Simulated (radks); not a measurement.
The numbers below are computed, except where a source is named.
Tm+, 68 electrons, occupied as [Xe] 4f12.5 6s1.5 (fractional occupations, a model configuration). Level of theory: Dirac Kohn-Sham, LDA (Slater exchange, Perdew-Wang correlation), spin-unpolarised, spherical densities, finite nucleus; open shells are shared between the two j in proportion to 2j + 1; Fermi nuclear charge, rms radius 5.2256 fm (a radial shooting solver on a logarithmic mesh with Libxc functionals).

Spin-orbit splittings of the eigenvalues, e(l+1/2) - e(l-1/2), with zeta = 2 splitting/(2l+1) and mean radii in bohr:

\begin{tabular}{lrrrrr}
shell & occ. & splitting (eV) & zeta (eV) & <r> j=l-1/2 & <r> j=l+1/2 \\ \hline
2p & 6 & 979.0 & 652.7 & 0.07010 & 0.07749 \\
3p & 6 & 206.6 & 137.8 & 0.2104 & 0.2243 \\
3d & 10 & 45.20 & 18.08 & 0.1974 & 0.2017 \\
4p & 6 & 46.90 & 31.27 & 0.5060 & 0.5382 \\
4d & 10 & 8.544 & 3.417 & 0.5647 & 0.5761 \\
4f & 12.5 & 1.237 & 0.3533 & 0.7683 & 0.7856 \\
5p & 6 & 5.985 & 3.990 & 1.373 & 1.485 \\
\end{tabular}
